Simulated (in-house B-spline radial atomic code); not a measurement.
## Mo10+: [Ar] 3d10 4s2 4p2

Method: Dirac-Kohn-Sham LDA exchange-only, spherical fractional occupations, Fermi nucleus of rms radius 4.4091 fm. Calculated with a B-spline radial code for spherical atoms.

Z_r = [3n² - l(l+1)]/(2<r>); Z_e = n√(-2ε); the last column is Slater's effective charge. Values are occupation-weighted means over j. An effective charge above Z reflects the relativistic contraction of the inner shells.

```csv
shell,electrons,ε (eV),<r> (bohr),Z_r,Z_e,Slater
1s,2,-19974,0.0352,42.61,38.32,41.70
2s,2,-2980.9,0.1535,39.09,29.60,37.85
2p,6,-2688.6,0.1338,37.36,28.11,37.85
3s,2,-656.04,0.4276,31.57,20.83,30.75
3p,6,-559.84,0.4283,29.19,19.24,30.75
3d,10,-402.3,0.4104,25.58,16.31,20.85
4s,2,-224.78,1.004,23.91,16.26,15.65
4p,2,-195.05,1.063,21.63,15.15,15.65
```

The least bound orbital is 4p3/2 at -193.9 eV, and it is also the most diffuse (<r> = 1.069 bohr).

Spin-orbit splittings of the orbital energies (j = l + 1/2 above j = l - 1/2 when positive): 2p 106.5 eV, 3p 17.75 eV, 3d 3.397 eV, 4p 3.598 eV.

For the 1s electron the small component carries 2.34 % of the norm, the zero-frequency Breit interaction raises the level by 38.56 eV, self-energy by 21.11 eV, and vacuum polarisation lowers it by 2.438 eV.
